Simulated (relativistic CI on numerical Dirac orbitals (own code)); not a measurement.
## Line list: Forbidden lines, Tm⁴¹⁺

Method of calculation: Dirac-Coulomb-Breit CI, orbitals from a KLI potential per configuration, a model potential for QED, unscaled Slater integrals (own radial code, finite nucleus).

Configuration list (outside the closed core [Ne]): 3s2.3p6.3d10, 3s2.3p6.3d9.4s, 3s2.3p6.3d9.4p, 3s2.3p6.3d9.4d, 3s2.3p5.3d10.4s, 3s2.3p6.3d9.4f, 3s2.3p5.3d10.4p, 3s2.3p6.3d8.4s2, 3s2.3p5.3d10.4d, 3s2.3p6.3d8.4s.4p, 3s.3p6.3d10.4s, 3s2.3p6.3d9.5s, 3s2.3p6.3d8.4p2, 3s2.3p6.3d8.4s.4d, 3s2.3p5.3d10.4f, 3s2.3p6.3d9.5p. Levels of other configurations are missing.

```csv
λ vac (nm),Lower,Upper,Type,A (s⁻¹),gf,Branching (%)
0.52786,3s2.3p6.3d10 1S_0 [1],3s2.3p5.3d10.4f 3F_2 [111],E2,2.25e+11,4.69e-03,4.6
0.58005,3s2.3p6.3d10 1S_0 [1],3s2.3p5.3d10.4f 1D_2 [91],E2,3.18e+11,8.03e-03,15.2
0.77907,3s2.3p6.3d10 1S_0 [1],3s2.3p6.3d9.4d 1D_2 [25],E2,1.39e+10,6.30e-04,5.1
0.90431,3s2.3p6.3d9.4s 1D_2 [3],3s2.3p6.3d8.4s2 1G_4 [118],E2,2.41e+09,2.66e-04,10.6
0.90656,3s2.3p6.3d9.4s 3D_3 [2],3s2.3p6.3d8.4s2 3P_2 [116],E2,2.63e+09,1.62e-04,11.3
0.90720,3s2.3p6.3d9.4p 3F°_3 [7],3s2.3p6.3d8.4s.4p 3H°_5 [141],E2,2.65e+09,3.59e-04,18.5
0.90983,3s2.3p6.3d9.4s 3D_2 [5],3s2.3p6.3d8.4s2 3F_2 [127],E2,4.56e+09,2.83e-04,13.7
0.91091,3s2.3p6.3d9.4p 3F°_4 [10],3s2.3p6.3d8.4s.4p 3H°_6 [184],E2,2.65e+09,4.29e-04,99.8
0.91241,3s2.3p6.3d9.4s 3D_3 [2],3s2.3p6.3d8.4s2 3F_3 [115],E2,1.77e+09,1.55e-04,8.4
0.91948,3s2.3p6.3d9.4p 3F°_4 [10],3s2.3p6.3d8.4s.4p 5G°_5 [170],E2,1.90e+09,2.65e-04,60.3
0.93032,3s2.3p6.3d10 1S_0 [1],3s2.3p6.3d9.4s 3D_2 [5],E2,2.53e+09,1.64e-04,100.0
0.93613,3s2.3p6.3d9.4s 3D_2 [5],3s2.3p6.3d8.4s2 1G_4 [118],E2,3.07e+09,3.63e-04,13.5
0.93891,3s2.3p6.3d9.4s 1D_2 [3],3s2.3p6.3d8.4s2 1D_2 [113],E2,4.73e+09,3.13e-04,37.7
0.94153,3s2.3p6.3d9.4p 3F°_3 [7],3s2.3p6.3d8.4s.4p 3F°_2 [126],E2,3.30e+09,2.19e-04,6.4
0.94395,3s2.3p6.3d9.4s 3D_3 [2],3s2.3p6.3d8.4s2 3F_4 [112],E2,4.15e+09,4.99e-04,39.0
0.94516,3s2.3p6.3d9.4s 1D_2 [3],3s2.3p6.3d8.4s2 3F_4 [112],E2,1.49e+09,1.79e-04,14.0
0.94659,3s2.3p6.3d9.4p 3P°_2 [6],3s2.3p6.3d8.4s.4p 3D°_3 [122],E2,4.71e+09,4.43e-04,4.2
0.94798,3s2.3p6.3d9.4p 3F°_3 [7],3s2.3p6.3d8.4s.4p 3G°_4 [121],E2,4.28e+09,5.20e-04,29.5
0.95052,3s2.3p6.3d9.4p 3F°_4 [10],3s2.3p6.3d8.4s.4p 5F°_5 [148],E2,1.89e+09,2.82e-04,83.5
0.96403,3s2.3p6.3d10 1S_0 [1],3s2.3p6.3d9.4s 1D_2 [3],E2,3.28e+09,2.29e-04,100.0
```

Terms are leading LS components. Brackets give the number of a level in order of energy, since labels repeat. The list gives strong lines, with weight on those to low levels, among the lowest 200 of 455 levels, so that lines to higher ones, which can be the strongest, are missing. Levels whose partners in the same complex of configurations lie outside the list can be far off, and so can their lines. Rates are taken at the computed energies, electric ones in the length gauge.

At this charge energies of transitions that change n are usually good to better than 1 %, and those within a shell (Δn = 0) to a few per cent.

LS names give the leading component of a level, which can be under half, so a name can repeat, a term be missing and a line seem to break the LS rules.
